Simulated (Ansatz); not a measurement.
A CCSD(T) single point on CH7B2FSi, SMILES `BCB[SiH2]F`.

```yaml
crystal:
  periodic: [false, false, false]
  atoms:
    - {symbol: B, position_ang: [-0.096767, 1.580439, 1.453515]}
    - {symbol: C, position_ang: [0.294271, 0.130779, 1.074266]}
    - {symbol: B, position_ang: [0.540458, 0.076872, -0.461797]}
    - {symbol: Si, position_ang: [-0.419864, -1.308692, -1.552224]}
    - {symbol: F, position_ang: [-0.070652, -1.264555, -3.120357]}
    - {symbol: H, position_ang: [-1.195798, 1.841065, 1.848624]}
    - {symbol: H, position_ang: [0.699873, 2.462186, 1.316486]}
    - {symbol: H, position_ang: [-0.342574, -0.657169, 1.476803]}
    - {symbol: H, position_ang: [1.338395, 0.021281, 1.425365]}
    - {symbol: H, position_ang: [1.303690, 0.861834, -0.948563]}
    - {symbol: H, position_ang: [-0.080263, -2.673849, -1.059266]}
    - {symbol: H, position_ang: [-1.893771, -1.125490, -1.418849]}
basis:
  gaussian: {orbitals: def2-SVP}
correlation: {method: ccsd_t}
```

```sh
$ ansatz run in.yaml --threads 4 --pin off --events-out ev --progress --plain
```

Log, shortened:

```
Functional definition: HF
1089 factors; integrals over basis functions are off by at most 1.1e-3 eV
mean field evaluation 1: about -13043.7752 eV, gradient 3.3e1 eV
mean field evaluation 2: about -13043.8237 eV, gradient 3.3e1 eV
mean field evaluation 4: about -13046.8094 eV, gradient 3.6e0 eV
mean field evaluation 8: about -13046.8619 eV, gradient 2.3e-1 eV
mean field evaluation 16: about -13046.7560 eV, gradient 3.6e0 eV
mean field -13046.86234802 eV, -479.4633478089 hartree, gradient 8.9e-6 eV, S^2 0.000000; 0 other end points of the search recorded, 0 dependent functions left out
9 core orbitals not correlated: weight in the atoms' cores, before any rotation towards them, 1.000 or more for the frozen orbitals, at most 0.000 for the correlated occupied ones
reference -13046.86234802 eV, -479.4633478089 hartree; 14, 14 occupied and 86, 86 virtual orbitals, 1089 factors
second order -15.97266760 eV of doubles, -0.00000000 eV of singles
cycle   1  -17.07215930 eV  change    -1.1e0 eV  update   9.7e-2
cycle   2  -17.55809309 eV  change   -4.9e-1 eV  update   2.9e-2
cycle   3  -17.65881025 eV  change   -1.0e-1 eV  update   1.5e-2
cycle   4  -17.65522524 eV  change    3.6e-3 eV  update   4.2e-3
cycle   5  -17.65247466 eV  change    2.8e-3 eV  update   1.7e-3
cycle   6  -17.65237228 eV  change    1.0e-4 eV  update   6.7e-4
cycle   7  -17.65225786 eV  change    1.1e-4 eV  update   2.4e-4
cycle   8  -17.65221110 eV  change    4.7e-5 eV  update   8.5e-5
cycle   9  -17.65223078 eV  change   -2.0e-5 eV  update   3.6e-5
cycle  10  -17.65224097 eV  change   -1.0e-5 eV  update   1.4e-5
perturbative correction -0.42446458 eV, -0.0155987858 hartree
Total energy: -13064.93905357 eV, -480.1276544851 hartree
```

It took 3 s on 4 threads of a server CPU on a shared host, with 0.55 GiB of host memory at the peak.

The correlation energy is -18.077 eV, 2.3 % of it from (T); the T1 diagnostic reads 0.0122.
